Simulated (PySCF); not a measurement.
C2H4F2Si, SMILES C(F)([SiH2]F)=C.

Geometry: TPSSh-D3(BJ)/def2-SVP. This is a generated structure with no PubChem entry under its InChIKey; it may be hypothetical. Other conformers were not sampled.

The numbers are results of TDA-PBE0/def2-SVPD (PySCF), not measurements.

Vertical excitations. The molecule is in vacuum. State labels are in the subgroup Cs.

Question: Give excitation energies, oscillator strengths and character. (The exact figures need the calculation; the answer reports its results.)

Answer: 
```json
[
 {"state": "S1", "symmetry": "A\"", "energy (eV)": "6.41", "λ (nm)": "194", "f": "0.000", "main pairs": "HOMO→LUMO+1 98 %"},
 {"state": "S2", "symmetry": "A\"", "energy (eV)": "7.29", "λ (nm)": "170", "f": "0.005", "main pairs": "HOMO−1→LUMO 95 %"},
 {"state": "S3", "symmetry": "A'", "energy (eV)": "7.40", "λ (nm)": "168", "f": "0.433", "main pairs": "HOMO→LUMO 77 %, HOMO−1→LUMO+1 13 %"},
 {"state": "S4", "symmetry": "A\"", "energy (eV)": "7.46", "λ (nm)": "166", "f": "0.016", "main pairs": "HOMO→LUMO+2 94 %"},
 {"state": "S5", "symmetry": "A'", "energy (eV)": "7.96", "λ (nm)": "156", "f": "0.166", "main pairs": "HOMO−1→LUMO+1 84 %"},
 {"state": "S6", "symmetry": "A\"", "energy (eV)": "8.16", "λ (nm)": "152", "f": "0.004", "main pairs": "HOMO−2→LUMO+1 95 %"},
 {"state": "S7", "symmetry": "A\"", "energy (eV)": "8.20", "λ (nm)": "151", "f": "0.000", "main pairs": "HOMO→LUMO+3 80 %"},
 {"state": "S8", "symmetry": "A\"", "energy (eV)": "8.33", "λ (nm)": "149", "f": "0.032", "main pairs": "HOMO→LUMO+4 87 %"},
 {"state": "S9", "symmetry": "A'", "energy (eV)": "8.37", "λ (nm)": "148", "f": "0.005", "main pairs": "HOMO−2→LUMO 93 %"},
 {"state": "S10", "symmetry": "A\"", "energy (eV)": "8.81", "λ (nm)": "141", "f": "0.000", "main pairs": "HOMO→LUMO+5 85 %"},
 {"state": "T1", "symmetry": "A'", "energy (eV)": "4.10", "λ (nm)": "303", "f": "0", "main pairs": "HOMO→LUMO 96 %"},
 {"state": "T2", "symmetry": "A\"", "energy (eV)": "6.24", "λ (nm)": "199", "f": "0", "main pairs": "HOMO→LUMO+1 95 %"},
 {"state": "T3", "symmetry": "A\"", "energy (eV)": "6.56", "λ (nm)": "189", "f": "0", "main pairs": "HOMO−1→LUMO 97 %"},
 {"state": "T4", "symmetry": "A\"", "energy (eV)": "7.28", "λ (nm)": "170", "f": "0", "main pairs": "HOMO→LUMO+2 89 %"}
]
```
Triplets are in the Tamm–Dancoff approximation.
